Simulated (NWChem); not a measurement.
System: TiO2; SMILES [O]=[Ti]=[O]

NWChem input:

```
start job
memory heap 200 mb stack 900 mb global 1100 mb
geometry units angstroms noautoz
  Ti     0.000000     0.000000     0.396315
  O      1.325582     0.000000    -0.527131
  O     -1.325582     0.000000    -0.527131
end
basis spherical
  Ti library def2-svpd
  O library def2-svpd
end
dft
  xc b3lyp
  iterations 150
  vectors input atomic output neutral.movecs
end
task dft energy
charge 1
dft
  odft
  mult 2
  vectors input atomic output cation.movecs
end
task dft energy
charge -1
dft
  odft
  mult 2
  vectors input atomic output anion.movecs
end
task dft energy
```

NWChem printed, in part:

```
             Northwest Computational Chemistry Package (NWChem) 7.3.0
             --------------------------------------------------------

 C2V symmetry detected

                             Geometry "geometry" -> ""
                             -------------------------

 Output coordinates in angstroms (scale by  1.889725989 to convert to a.u.)

  No.       Tag          Charge          X              Y              Z
 ---- ---------------- ---------- -------------- -------------- --------------
    1 Ti                  22.0000     0.00000000     0.00000000     0.38881937
    2 O                    8.0000     1.32558200     0.00000000    -0.53462663
    3 O                    8.0000    -1.32558200     0.00000000    -0.53462663

 Effective nuclear repulsion energy (a.u.)     128.0747602116

      Symmetry information
      --------------------

 Group name             C2v
 Group number             16
 Group order               4
 No. of unique centers     2

                                 NWChem DFT Module
                                 -----------------

 Summary of "ao basis" -> "ao basis" (spherical)
 ------------------------------------------------------------------------------
       Tag                 Description            Shells   Functions and Types
 ---------------- ------------------------------  ------  ---------------------
 Ti                        def2-svpd                12       34   5s4p2d1f
 O                         def2-svpd                 9       23   4s3p2d

      Symmetry analysis of basis
      --------------------------

        a1         31
        a2         10
        b1         24
        b2         15

            General Information
            -------------------
          SCF calculation type: DFT
          Wavefunction type:  closed shell.
          No. of atoms     :     3
          No. of electrons :    38
           Alpha electrons :    19
            Beta electrons :    19
          Charge           :     0
          Spin multiplicity:     1
          Use of symmetry is: on ; symmetry adaption is: on
          Maximum number of iterations: 150
          AO basis - number of functions:    80
                     number of shells:    30
          Convergence on energy requested:  1.00D-06
          Convergence on density requested:  1.00D-05
          Convergence on gradient requested:  5.00D-04

              XC Information
              --------------
                         B3LYP Method XC Potential
                     Hartree-Fock (Exact) Exchange  0.200
                        Slater Exchange Functional  0.800 local
                    Becke 1988 Exchange Functional  0.720 non-local
              Lee-Yang-Parr Correlation Functional  0.810
                  VWN I RPA Correlation Functional  0.190 local

             Grid Information
             ----------------
          Grid used for XC integration:  medium
          Radial quadrature: Mura-Knowles
          Angular quadrature: Lebedev.
          Tag              B.-S. Rad. Rad. Pts. Rad. Cut. Ang. Pts.
          ---              ---------- --------- --------- ---------
          Ti                  1.40      112          10.0       590
          O                   0.60       49          11.0       434
          Grid pruning is: on
          Number of quadrature shells:   161
          Spatial weights used:  Erf1

      Superposition of Atomic Density Guess
      -------------------------------------

 Sum of atomic energies:        -997.64731475

      Non-variational initial energy
      ------------------------------

 Total energy =    -997.341338
 1-e energy   =   -1622.561063
 2-e energy   =     497.144965
 HOMO         =      -0.477133
 LUMO         =      -0.135662

      Symmetry analysis of molecular orbitals - initial
      -------------------------------------------------

  Numbering of irreducible representations:

     1 a1          2 a2          3 b1          4 b2

  Orbital symmetries:

     1 a1          2 a1          3 a1          4 b1          5 b1
     6 a1          7 b2          8 a1          9 b1         10 a1
    11 b2         12 a1         13 b1         14 a1         15 a2
    16 b2         17 b1         18 a1         19 b1         20 a1
    21 b2         22 a1         23 b1         24 a1         25 b2
    26 a2         27 a1         28 b1         29 a1

   convergence    iter        energy       DeltaE   RMS-Dens  Diis-err
 ---------------- ----- ----------------- --------- --------- ---------
 d= 0,ls=0.0,diis     1   -998.9486166656 -1.13D+03  7.13D-02  5.38D+00
 d= 0,ls=0.0,diis     2   -977.1598293009  2.18D+01  5.84D-02  1.37D+02
 d= 0,ls=0.0,diis     3   -998.9147437638 -2.18D+01  4.52D-03  1.03D+01
 d= 0,ls=0.0,diis     4   -998.6833298135  2.31D-01  4.35D-03  1.36D+01
 d= 0,ls=0.0,diis     5   -999.1898169919 -5.06D-01  9.01D-03  6.91D+00
 d= 0,ls=0.0,diis     6   -999.7381781683 -5.48D-01  1.80D-03  2.17D-01
  Resetting Diis
 d= 0,ls=0.0,diis     7   -999.7577367981 -1.96D-02  3.72D-04  8.38D-03
 d= 0,ls=0.0,diis     8   -999.7585165811 -7.80D-04  2.18D-04  8.59D-05
 d= 0,ls=0.0,diis     9   -999.7583822443  1.34D-04  1.83D-04  1.49D-03
 d= 0,ls=0.0,diis    10   -999.7585253211 -1.43D-04  1.20D-05  2.77D-06
 d= 0,ls=0.0,diis    11   -999.7585256020 -2.81D-07  6.58D-06  2.03D-07

         Total DFT energy =     -999.758525602004
      One electron energy =    -1627.264565602644
           Coulomb energy =      558.721480537647
    Exchange-Corr. energy =      -59.290200748578
 Nuclear repulsion energy =      128.074760211572

 Numeric. integr. density =       38.000005716215

                  Occupations of the irreducible representations
                  ----------------------------------------------

[...]
```

Level: B3LYP/def2-SVPD, vertical spin-unrestricted ions. Structure relaxed at the PBE0/def2-SVP level.
